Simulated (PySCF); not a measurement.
## Potential energy of NaCd along the bond

Set-up: basis Na def2-SVP, Cd def2-SVP with ECP28; scalar-relativistic core potentials; PySCF 2.14. Energies in eV from Na + Cd in their ground configurations at the same level. State: ²Σ⁺ (doublet), unpaired electrons σ ↑.

```
R (Å)  UHF-CCSD(T)
3.153      -0.0108
3.293      -0.0350
3.398      -0.0448
3.503      -0.0498
3.608      -0.0517
3.748      -0.0512
3.923      -0.0481
4.133      -0.0433
```

Q: Put a parabola through the three lowest points of the UHF-CCSD(T) curve and estimate Re, k and ωe (reduced mass 19.13 u; 1 eV/Å² = 0.16022 mdyn/Å; ωe = 1302.8·√(k/μ) cm⁻¹).

A: Through R = 3.503, 3.608, 3.748 Å the second-order coefficient is 0.0884 eV/Å², so Re ≈ 3.658 Å, k ≈ 0.0283 mdyn/Å and ωe ≈ 50 cm⁻¹. A polynomial fit of higher order to the unrounded UHF-CCSD(T) energies gives Re = 3.649 Å, k = 0.0238 mdyn/Å, ωe = 45.9 cm⁻¹; anharmonicity and rounding make the difference.

The higher-order fit for each curve: UHF-CCSD(T): Re = 3.649 Å, ωe = 45.9 cm⁻¹, De = 0.052 eV.

Correlated steps freeze 1 core orbital. The bond is weak. Basis-set superposition, not corrected here, can be much of De in a small basis, most of all at correlated wavefunction levels. Spin–orbit coupling is left out. The state was picked by a PBE0 search and need not be the measured ground state.
